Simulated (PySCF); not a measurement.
Mg(OMe)(SeH) (CH4MgOSe), SMILES C[O][Mg][SeH].

Geometry optimised at B3LYP-D3(BJ)/def2-SVP. The structure was generated by enumeration; whether it is a known compound was not checked. The values are those of a single conformer.

Two levels are set side by side: PBE/def2-TZVP (PySCF) and r2SCAN/def2-TZVP (PySCF). Same geometry, gas phase. Differences are taken from unrounded values.

| quantity | r2SCAN |
|---|---|
| orbital gap (eV) | 4.32 |
| highest occupied level (eV) | -5.96 |
| lowest empty level (eV) | -1.64 |
| dipole moment (D) | 1.07 |
| mean polarisability (bohr³) | 69.9 |

What does PBE give, and how far is it from r2SCAN? (Estimate from the structure and the level; the computed values follow.)


| quantity | PBE | PBE minus r2SCAN |
|---|---|---|
| orbital gap (eV) | 3.61 | -0.71 |
| highest occupied level (eV) | -5.69 | 0.27 |
| lowest empty level (eV) | -2.08 | -0.44 |
| dipole moment (D) | 0.87 | -0.21 |
| mean polarisability (bohr³) | 73.4 | 3.5 |

Rough cost on one machine, each run with all the roots and properties that it gave: r2SCAN against PBE about 4 times.
